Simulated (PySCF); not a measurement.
C4H8Cl2Si, SMILES C(C)[Si](C=C)(Cl)Cl (GFN2-xTB optimised geometry):

```
15

C      2.130    -0.858     0.906
C      1.359    -0.277     0.000
Si    -0.528    -0.277     0.000
Cl    -1.164     1.655     0.000
Cl    -1.168    -1.158    -1.718
C     -1.282    -1.191     1.497
C     -2.811    -1.178     1.509
H      1.720    -1.395     1.745
H      3.207    -0.823     0.850
H      1.838     0.248    -0.818
H     -0.919    -0.738     2.420
H     -0.939    -2.227     1.500
H     -3.207    -1.655     0.616
H     -3.189    -1.712     2.378
H     -3.186    -0.158     1.546
```

Level of theory: PBE0/def2-TZVP (PySCF).

Task: What are the frontier orbital energies and the dipole moment?

Result: HOMO-2 -9.10 eV, HOMO-1 -8.32 eV, HOMO -8.29 eV, LUMO -0.76 eV, LUMO+1 0.79 eV; dipole moment 2.16 D.

Meta-Löwdin charges at PBE0/def2-TZVP: C1 -0.22, C2 -0.36, Si3 0.95, Cl4 -0.29, Cl5 -0.29, C6 -0.45, C7 -0.34, H8 0.12, H9 0.13, H10 0.13, H11 0.13, H12 0.13, H13 0.12, H14 0.12, H15 0.12.
